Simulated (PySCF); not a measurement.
Input of a response calculation (the driver script's job line, then coordinates in Å):

```
{"job": {"kind": "uv", "xc": "B3LYP", "basis": "def2-SVPD", "ip": true}, "charge": 0, "multiplicity": 1}
O     -1.180214    -0.895465     0.105566
B     -0.012394    -0.223547    -0.077423
O      0.015399     1.153511    -0.254021
O      1.121257    -0.972677    -0.136366
H     -1.931234    -0.296518     0.073055
H      0.106307     1.666214     0.552050
H      1.887549    -0.421717    -0.317021
```

Method used: PySCF 2.14.0, density-fitted response routines, TDDFT B3LYP/def2-SVPD, vertical, gas phase, core orbitals frozen in the response. Job line and output are in the format of a driver script around the code.

Problem. What does the script print for it?

Solution. 
```
coarse grid: 6208 points
cycle   1  E = -252.0555019988  dE =  6.062e-01  |g| = 1.068e+00  |ddm| = 3.256e+00
cycle   2  E = -251.7417646628  dE =  3.137e-01  |g| = 1.674e+00  |ddm| = 2.252e+00
cycle   3  E = -252.2675611466  dE = -5.258e-01  |g| = 5.193e-02  |ddm| = 1.379e+00
cycle   4  E = -252.2677154935  dE = -1.543e-04  |g| = 4.586e-02  |ddm| = 7.578e-02
cycle   5  E = -252.2680853018  dE = -3.698e-04  |g| = 6.952e-03  |ddm| = 3.796e-02
cycle   6  E = -252.2680940773  dE = -8.776e-06  |g| = 7.301e-04  |ddm| = 5.942e-03
final grid: 60952 points
cycle   7  E = -252.3223719586  dE = -3.582e-05  |g| = 1.914e-03  |ddm| = 4.938e-02
cycle   8  E = -252.3223714296  dE =  5.289e-07  |g| = 2.640e-03  |ddm| = 3.750e-03
cycle   9  E = -252.3223726662  dE = -1.237e-06  |g| = 2.328e-04  |ddm| = 2.092e-03
cycle  10  E = -252.3223726720  dE = -5.751e-09  |g| = 1.644e-04  |ddm| = 2.929e-04
cycle  11  E = -252.3223726768  dE = -4.857e-09  |g| = 2.173e-05  |ddm| = 1.298e-04
cycle  12  E = -252.3223726769  dE = -8.481e-11  |g| = 4.321e-06  |ddm| = 2.422e-05
converged SCF energy = -252.3223726769

Static polarisability (au): isotropic 28.259, principal 23.235 29.288 32.254

Singlet excitations
state   eV       nm        f      main configurations
  1   7.0920    174.8   0.03129   H->L 0.98
  2   7.4507    166.4   0.00197   H-1->L 0.98
  3   8.1220    152.7   0.02426   H-2->L 0.96
  4   8.5607    144.8   0.00100   H->L+2 0.86, H->L+3 0.10
  5   8.7035    142.5   0.01152   H->L+1 0.81, H-3->L 0.13
  6   8.7429    141.8   0.04412   H-1->L+1 0.66, H-3->L 0.18, H->L+1 0.11
  7   8.8944    139.4   0.00016   H->L+3 0.85, H->L+2 0.10
  8   9.0234    137.4   0.02174   H-3->L 0.68, H-1->L+1 0.25
  9   9.0492    137.0   0.00975   H-1->L+2 0.94
 10   9.5827    129.4   0.01591   H-2->L+1 0.88

Triplet excitations (Tamm-Dancoff, eV): 6.8421 7.2979 7.8882 8.3480
Vertical ionisation energy (delta-SCF) = 11.7682 eV
```

Geometry: PBE0-D3(BJ)/def2-SVP, one conformer, isolated molecule.

The SCF starts on a coarse grid; the energy jumps when the final grid takes over, and dE counts afresh there. H and L stand for HOMO and LUMO.

The vertical ionisation energy (ΔSCF) is 11.77 eV, 2.19 eV above S10.

Shape of the structure used: `[OH:1][B:2]([OH:3])[OH:4]`: H–O1–B2–O3 1°, H–O3–B2–O1 91°, H–O4–B2–O1 177°.
